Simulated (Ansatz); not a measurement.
Species: AlH, charge 0, singlet. AlH (SMILES [AlH]).
B3LYP-D3(BJ)/def2-TZVP minimum from Ansatz (a first-principles code):
```
Al
H 1 1.6619
```
Charge 0, spin multiplicity 1.

Total energies in hartree (Ansatz). Open shells are spin-unrestricted; no spin-orbit coupling. Correlated methods leave the cores frozen. No relativity. Full CI freezes restricted core orbitals, also for open shells. Where a partner has so few electrons that a lower coupled-cluster level is exact, that level stands in. The restricted determinant of HAl ([AlH], singlet) is unstable towards broken spin symmetry in at least one set run.

```tsv
species	HF/cc-pV(T+d)Z	CCSD(T)/cc-pV(T+d)Z	HF/cc-pV(Q+d)Z	CCSD(T)/cc-pV(Q+d)Z	CCSD(T)/cc-pV(5+d)Z	FCI/cc-pV(5+d)Z
1: AlH (SMILES [AlH])	-242.46237	-242.54626	-242.46405	-242.55038	-242.55156	-242.55198
2: Al (doublet)	-241.87908	-241.93131	-241.88044	-241.93374	-241.93453	-241.93495
3: H (doublet)	-0.49981	-0.49981	-0.49995	-0.49995	-0.49999	-0.49999
```

Q: Work out the atomisation energy (electronic, to ground-state atoms) in kcal/mol: take Hartree-Fock from cc-pV(Q+d)Z, extrapolate the CCSD(T) correlation energy as X^-3 (X = 3, 4), and add FCI - CCSD(T) in cc-pV(5+d)Z. 1 hartree = 627.51 kcal/mol.

A: 
Species 1: correlation (64·(-0.08633) - 27·(-0.08389))/37 = -0.08811; step -0.00042; E1 = -242.46405 + (-0.08811) + (-0.00042) = -242.55258
Species 2: correlation (64·(-0.05330) - 27·(-0.05223))/37 = -0.05408; step -0.00042; E2 = -241.88044 + (-0.05408) + (-0.00042) = -241.93494
Species 3: correlation (64·(0.00000) - 27·(0.00000))/37 = 0.00000; step +0.00000; E3 = -0.49995 + (0.00000) + (+0.00000) = -0.49995
-1·E1 +1·E2 +1·E3 = 0.11769 hartree = 73.9 kcal/mol.
